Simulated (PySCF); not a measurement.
## PmH₃: fields on a plane

All numbers come from PBE0 in PySCF with Pm lcecp-1-TZVP with ECP50, H def2-TZVP; scalar-relativistic core potentials, no spin–orbit coupling; density-fitted integrals.

The valence singlet (4f shell in the core) minimum has Pm–H 2.048 Å (×3); H–Pm–H 111.2° (×3).

The plane holds Pm1 at (0.00, 0.00), H2 at (2.05, 0.00), H3 at (-0.74, 1.91) Å. Columns run from x = -2.85 to 4.35 Å, rows from y = 4.35 (top) to -1.95 Å, in steps of 0.3 Å. Other isomers or separated fragments may lie lower. Core electrons replaced by a potential are absent, the electrostatic potential uses the reduced nuclear charge, and values within about 0.7 Å of such atoms have no physical meaning.

**Question.** Give the electron density (e/Å³) (cut at 5 e/Å³). Lower edges of the bins (e/Å³): '_' 0.000, '.' 0.014, ':' 0.037, '-' 0.073, '=' 0.131, '+' 0.222, '*' 0.366, '#' 0.594, '%' 0.957, '@' 1.530; top 2.44, each point printed twice.

**Answer.** 
```
__________________________________________________
__________________________________________________
__________________________________________________
__________________________________________________
__________..........______________________________
________..::::--::::....__________________________
______..::--==++==--::..__________________________
______..--==**##**++--::..________________________
____..::--++##@@%%**==::..________________________
____..::--++##%%##**==--....______________________
______..--==********++--::............____________
______..::--++****##**++==--::----::::..__________
______..::--++**%%@@@@%%**==========--::..________
______..::--**%%@@@@@@@@%%**++******==--..________
______..::==##@@@@....@@@@##**##%%%%++--::..______
________::==##@@@@....@@@@##**##%%%%++--::..______
________..--**%%@@@@@@@@%%**++******==--..________
________..::==**%%@@@@%%**++========--::..________
________....::==++**##**==--------::::..__________
__________....::--====--::::..........____________
____________......::::......______________________
________________......____________________________
```

**Question.** Give the electron localisation function (set to 0 where the density is under 0.005 e/Å³). Lower edges of the bins: '0' 0.000, '1' 0.100, '2' 0.200, '3' 0.300, '4' 0.400, '5' 0.500, '6' 0.600, '7' 0.700, '8' 0.800, '9' 0.900; top 1.00.

**Answer.** 
```
0000000000000000000000000
0000000000000000000000000
0000000000000000000000000
0000089999700000000000000
0007999999980000000000000
0009999999996000000000000
0099999999996100000000000
0099999999995000000000000
0799999999982000000000000
0699999999720000478000000
0379999985200005999980000
0024555444431028999997000
0000112468885149999999000
0000015886687359999999000
0000048970068469999999800
0000148970067469999999800
0000026886787359999999000
0000002578996239999999000
0000000147874128999997000
0000000002431015899980000
0000100000000002578000000
0000110000000000100000000
```

The 4f shell sits in the core potential, so its spin is not counted.
